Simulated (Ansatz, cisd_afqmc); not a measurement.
System: GeH, charge 0, doublet. GeH (SMILES [GeH], doublet).
B3LYP-D3(BJ)/def2-TZVP minimum from Ansatz (a quantum-chemistry and plane-wave program):
```xyz
2

Ge     0.0000     0.0000    -0.0487
H      0.0000     0.0000     1.5577
```
Charge 0, spin multiplicity 2.

Total energies in cc-pVDZ, 5 correlated electrons, 14 frozen orbitals. Radicals and triplets start from unrestricted determinants; spin-orbit coupling is neglected. Cores are frozen in correlated methods (noble-gas shells, and filled d and f shells in the p block). No relativity. AFQMC/CISD: phaseless, guided by CISD from CCSD amplitudes; bars are statistical, one sigma. Outlying blocks are dropped, and bars are widened where a walk drifts. Over all cases where full CI ran beside it in this data, AFQMC minus full CI had a median of +0.1 mEh and passed +0.4 mEh in a tenth of the cases.

```tsv
method	program	energy (Eh)	minus CCSDTQ (mEh)
HF	Ansatz	-2075.86258	84.37
MP2	Ansatz	-2075.92332	23.63
CCSD	Ansatz	-2075.94506	1.89
CCSD(T)	Ansatz	-2075.94647	0.48
CCSDT(Q)	Ansatz	-2075.94695	0.01
CCSDTQ	Ansatz	-2075.94695	0.00
AFQMC/CISD	cisd_afqmc	-2075.9469 ± 0.0001	0.0 ± 0.1
```

Rough core times of Ansatz's runs on a shared machine: CCSD(T) under 20 s, CCSDT(Q) under 20 s, CCSDTQ 30 s.
